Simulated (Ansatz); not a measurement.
Ansatz (a quantum-chemistry and plane-wave program) input:

Ansatz 0.2 input:
```yaml
crystal:
  periodic: [false, false, false]
  atoms:
    - {symbol: Zn, position_ang: [0.08062821, 0.01543107, 0.04053830]}
    - {symbol: H, position_ang: [-1.05266009, -1.14082203, -0.57371648]}
    - {symbol: H, position_ang: [-1.36618618, 0.67788989, -0.64243240]}
basis:
  gaussian:
    orbitals: def2-SVPD
magnetization: {spin_polarized: true, initial_magnetization: 2}
correlation: {method: ccsd_t, electrons: outside_noble_gas}
output: {forces: true}
```

Q: Predict the final energy.

A: -1778.89940 Eh (CCSD(T)/def2-SVPD). The basis has 50 functions.

The spin state was set by rule; other spins were not relaxed.
